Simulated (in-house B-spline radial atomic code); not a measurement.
Inner levels of barium as electrons are removed. A shift is the extra binding of the orbital against the neutral atom ([Xe] 6s2). Computed with a B-spline radial code for spherical atoms: non-relativistic Hartree-Fock, average of the configuration, point nuclei.

This level leaves out relativity, spin-orbit splitting included, which matters for heavy ions.

```json
{"ion": "Ba23+", "configuration": "[Ar] 3d10 4s2 4p3", "shift of 2s (eV)": "679.12", "shift of 2p (eV)": "681.46", "shift of 3p (eV)": "642.66", "radius of 2s (bohr)": "0.11609", "radius of 2p (bohr)": "0.098904", "radius of 3p (bohr)": "0.29132", "Σ<r²> (bohr²)": "3.9789", "change of density at nucleus (bohr⁻³)": "170.74"}
{"ion": "Ba24+", "configuration": "[Ar] 3d10 4s2 4p2", "shift of 2s (eV)": "727.82", "shift of 2p (eV)": "730.55", "shift of 3p (eV)": "687.05", "radius of 2s (bohr)": "0.11606", "radius of 2p (bohr)": "0.098886", "radius of 3p (bohr)": "0.29093", "Σ<r²> (bohr²)": "3.4839", "change of density at nucleus (bohr⁻³)": "197.77"}
{"ion": "Ba25+", "configuration": "[Ar] 3d10 4s2 4p1", "shift of 2s (eV)": "777.39", "shift of 2p (eV)": "780.53", "shift of 3p (eV)": "732.11", "radius of 2s (bohr)": "0.11604", "radius of 2p (bohr)": "0.098867", "radius of 3p (bohr)": "0.29052", "Σ<r²> (bohr²)": "3.0054", "change of density at nucleus (bohr⁻³)": "225.55"}
{"ion": "Ba26+", "configuration": "[Ar] 3d10 4s2", "shift of 2s (eV)": "?", "shift of 2p (eV)": "?", "shift of 3p (eV)": "?", "radius of 2s (bohr)": "?", "radius of 2p (bohr)": "?", "radius of 3p (bohr)": "?", "Σ<r²> (bohr²)": "?", "change of density at nucleus (bohr⁻³)": "?"}
{"ion": "Ba27+", "configuration": "[Ar] 3d10 4s1", "shift of 2s (eV)": "877.98", "shift of 2p (eV)": "882.58", "shift of 3p (eV)": "824.35", "radius of 2s (bohr)": "0.11601", "radius of 2p (bohr)": "0.098827", "radius of 3p (bohr)": "0.28965", "Σ<r²> (bohr²)": "2.1004", "change of density at nucleus (bohr⁻³)": "-84.049"}
{"ion": "Ba28+", "configuration": "[Ar] 3d10", "shift of 2s (eV)": "928.9", "shift of 2p (eV)": "934.57", "shift of 3p (eV)": "871.46", "radius of 2s (bohr)": "0.116", "radius of 2p (bohr)": "0.098807", "radius of 3p (bohr)": "0.28919", "Σ<r²> (bohr²)": "1.6712", "change of density at nucleus (bohr⁻³)": "-436.43"}
{"ion": "Ba29+", "configuration": "[Ar] 3d9", "shift of 2s (eV)": "1031.28", "shift of 2p (eV)": "1037.87", "shift of 3p (eV)": "949.65", "radius of 2s (bohr)": "0.1159", "radius of 2p (bohr)": "0.098715", "radius of 3p (bohr)": "0.28687", "Σ<r²> (bohr²)": "1.563", "change of density at nucleus (bohr⁻³)": "-380.1"}
{"ion": "Ba30+", "configuration": "[Ar] 3d8", "shift of 2s (eV)": "1135.7", "shift of 2p (eV)": "1143.29", "shift of 3p (eV)": "1029.07", "radius of 2s (bohr)": "0.1158", "radius of 2p (bohr)": "0.098617", "radius of 3p (bohr)": "0.28458", "Σ<r²> (bohr²)": "1.4595", "change of density at nucleus (bohr⁻³)": "-321.96"}
{"ion": "Ba31+", "configuration": "[Ar] 3d7", "shift of 2s (eV)": "1242.15", "shift of 2p (eV)": "1250.82", "shift of 3p (eV)": "1109.74", "radius of 2s (bohr)": "0.1157", "radius of 2p (bohr)": "0.098515", "radius of 3p (bohr)": "0.28232", "Σ<r²> (bohr²)": "1.3605", "change of density at nucleus (bohr⁻³)": "-262.01"}
{"ion": "Ba32+", "configuration": "[Ar] 3d6", "shift of 2s (eV)": "1350.6", "shift of 2p (eV)": "1360.44", "shift of 3p (eV)": "1191.63", "radius of 2s (bohr)": "0.11559", "radius of 2p (bohr)": "0.098408", "radius of 3p (bohr)": "0.28008", "Σ<r²> (bohr²)": "1.2656", "change of density at nucleus (bohr⁻³)": "-200.24"}
{"ion": "Ba33+", "configuration": "[Ar] 3d5", "shift of 2s (eV)": "1461.04", "shift of 2p (eV)": "1472.15", "shift of 3p (eV)": "1274.75", "radius of 2s (bohr)": "0.11547", "radius of 2p (bohr)": "0.098296", "radius of 3p (bohr)": "0.27787", "Σ<r²> (bohr²)": "1.1747", "change of density at nucleus (bohr⁻³)": "-136.66"}
{"ion": "Ba34+", "configuration": "[Ar] 3d4", "shift of 2s (eV)": "1573.46", "shift of 2p (eV)": "1585.92", "shift of 3p (eV)": "1359.08", "radius of 2s (bohr)": "0.11535", "radius of 2p (bohr)": "0.09818", "radius of 3p (bohr)": "0.27569", "Σ<r²> (bohr²)": "1.0876", "change of density at nucleus (bohr⁻³)": "-71.258"}
{"ion": "Ba35+", "configuration": "[Ar] 3d3", "shift of 2s (eV)": "?", "shift of 2p (eV)": "?", "shift of 3p (eV)": "?", "radius of 2s (bohr)": "?", "radius of 2p (bohr)": "?", "radius of 3p (bohr)": "?", "Σ<r²> (bohr²)": "?", "change of density at nucleus (bohr⁻³)": "?"}
{"ion": "Ba36+", "configuration": "[Ar] 3d2", "shift of 2s (eV)": "1804.17", "shift of 2p (eV)": "1819.62", "shift of 3p (eV)": "1531.4", "radius of 2s (bohr)": "0.11509", "radius of 2p (bohr)": "0.097932", "radius of 3p (bohr)": "0.2714", "Σ<r²> (bohr²)": "0.92366", "change of density at nucleus (bohr⁻³)": "65.019"}
{"ion": "Ba37+", "configuration": "[Ar] 3d1", "shift of 2s (eV)": "1922.43", "shift of 2p (eV)": "1939.52", "shift of 3p (eV)": "1619.37", "radius of 2s (bohr)": "0.11496", "radius of 2p (bohr)": "0.097801", "radius of 3p (bohr)": "0.2693", "Σ<r²> (bohr²)": "0.84654", "change of density at nucleus (bohr⁻³)": "135.9"}
{"ion": "Ba38+", "configuration": "[Ne] 3s2 3p6", "shift of 2s (eV)": "2042.6", "shift of 2p (eV)": "2061.45", "shift of 3p (eV)": "1708.54", "radius of 2s (bohr)": "0.11482", "radius of 2p (bohr)": "0.097665", "radius of 3p (bohr)": "0.26722", "Σ<r²> (bohr²)": "0.77242", "change of density at nucleus (bohr⁻³)": "208.61"}
{"ion": "Ba39+", "configuration": "[Ne] 3s2 3p5", "shift of 2s (eV)": "2153", "shift of 2p (eV)": "2174.11", "shift of 3p (eV)": "1794.75", "radius of 2s (bohr)": "0.11468", "radius of 2p (bohr)": "0.09765", "radius of 3p (bohr)": "0.26537", "Σ<r²> (bohr²)": "0.68275", "change of density at nucleus (bohr⁻³)": "288.17"}
{"ion": "Ba40+", "configuration": "[Ne] 3s2 3p4", "shift of 2s (eV)": "2264.64", "shift of 2p (eV)": "2288.12", "shift of 3p (eV)": "1881.81", "radius of 2s (bohr)": "0.11453", "radius of 2p (bohr)": "0.09753", "radius of 3p (bohr)": "0.26363", "Σ<r²> (bohr²)": "0.59538", "change of density at nucleus (bohr⁻³)": "369.25"}
{"ion": "Ba41+", "configuration": "[Ne] 3s2 3p3", "shift of 2s (eV)": "?", "shift of 2p (eV)": "?", "shift of 3p (eV)": "?", "radius of 2s (bohr)": "?", "radius of 2p (bohr)": "?", "radius of 3p (bohr)": "?", "Σ<r²> (bohr²)": "?", "change of density at nucleus (bohr⁻³)": "?"}
{"ion": "Ba42+", "configuration": "[Ne] 3s2 3p2", "shift of 2s (eV)": "2491.69", "shift of 2p (eV)": "2520.12", "shift of 3p (eV)": "2058.5", "radius of 2s (bohr)": "0.11423", "radius of 2p (bohr)": "0.097281", "radius of 3p (bohr)": "0.26024", "Σ<r²> (bohr²)": "0.42723", "change of density at nucleus (bohr⁻³)": "535.94"}
```

Q: Fill in the row of Ba26+.

A: shift of 2s (eV): 827.82; shift of 2p (eV): 831.38; shift of 3p (eV): 777.84; radius of 2s (bohr): 0.11601; radius of 2p (bohr): 0.098847; radius of 3p (bohr): 0.29009; Σ<r²> (bohr²): 2.5428; change of density at nucleus (bohr⁻³): 254.1.

Q: Fill in the row of Ba35+.

A: shift of 2s (eV): 1687.84; shift of 2p (eV): 1701.74; shift of 3p (eV): 1444.63; radius of 2s (bohr): 0.11523; radius of 2p (bohr): 0.098058; radius of 3p (bohr): 0.27353; Σ<r²> (bohr²): 1.004; change of density at nucleus (bohr⁻³): -4.033.

Q: Fill in the row of Ba41+.

A: shift of 2s (eV): 2377.54; shift of 2p (eV): 2403.46; shift of 3p (eV): 1969.73; radius of 2s (bohr): 0.11438; radius of 2p (bohr): 0.097407; radius of 3p (bohr): 0.26193; Σ<r²> (bohr²): 0.51023; change of density at nucleus (bohr⁻³): 451.83.
